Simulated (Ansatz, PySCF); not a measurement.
Mg(OSiH3)2 (H6MgO2Si2), SMILES [SiH3][O][Mg][O][SiH3].

Geometry: PBE0-D3(BJ)/def2-SVP. The structure was generated by enumeration; whether it is a known compound was not checked. One conformer was computed; it need not be the lowest.

Vertical ionisation energy (IE) and electron affinity (EA) in eV. Rows of orbital energies are one-electron estimates. Where ΔSCF, EOM or ADC give a negative EA the extra electron is unbound and the value depends on the basis.

| level | IE | EA |
|---|---|---|
| −ε(HOMO), −ε(LUMO), HF/def2-TZVP (PySCF) | 11.71 | -0.64 |
| −ε(HOMO), −ε(LUMO), PBE/def2-TZVP (PySCF) | 6.78 | 2.42 |
| ΔSCF, PBE0/def2-SVPD (Ansatz), final states of multiplicity 2 and 2 | 9.77 | 0.39 |
| ΔSCF, PBE/def2-SVPD (Ansatz), final states of multiplicity 2 and 2 | 9.10 | 0.54 |

Q: What vertical singlet–triplet gap does ΔSCF give with PBE0/def2-SVPD (Ansatz, a quantum-chemistry and plane-wave program) and with PBE/def2-SVPD (Ansatz)? (An estimate is asked for; the answer gives what the named calculation found.)

A: 5.19 and 4.44 eV (triplet above singlet where positive).
